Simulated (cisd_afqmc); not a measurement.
Input (AFQMC/CISD/def2-SVP; cisd_afqmc is a phaseless AFQMC code with CISD trial states that reads the integrals written by Ansatz):

Ansatz 0.2 input:
```python
import cisd_afqmc

open("ham.yaml", "w").write("""\
crystal:
  periodic: [false, false, false]
  atoms:
    - {symbol: Ga, position_ang: [-0.00000000, -0.00000000, -0.77799776]}
    - {symbol: Cl, position_ang: [0.00000000, 0.00000000, 1.41870179]}
basis:
  gaussian:
    orbitals: def2-SVP
magnetization: {spin_polarized: true, initial_magnetization: 2}
correlation: {method: ccsd, electrons: outside_noble_gas, hamiltonian_folder: ham}
""")
rep = cisd_afqmc.ansatz("ham.yaml")
e_ccsd = rep["correlation"]["coupled_cluster"]["energy"]["hartree"]
out = cisd_afqmc.run("ham", e_ccsd, trial="CISD", walkers=200, populations=8, threads=8, dt=0.005, steps=40, early=24, settle=10, least=32,
    cut=5e-5, rank_cut=2e-4, target=0.0004, seconds=1500, seed=1, memory=17280, gpu=False)
```

Output:

```
orbitals 31, occupied [6, 4], factors 161 of 477, rank of the doubles 134 of 258
E(HF) = -2382.327814
E(CCSD) on the cut factors = -2382.501916, shift to the whole factors 0.000001
Energy of the trial state on the determinant = -2382.501870
  tau behind 7.2 of longer steps, mean of the populations' last blocks
   2.0  -2382.50717
   4.0  -2382.50700
   6.0  -2382.50749
   8.0  -2382.50680
blocks 292 (0 outliers left out), error by blocks joined: 1: 0.00009, 2: 0.00011, 4: 0.00012, 8: 0.00014, 16: 0.00017
E(AFQMC/CISD) = -2382.50708 +/- 0.00017
```
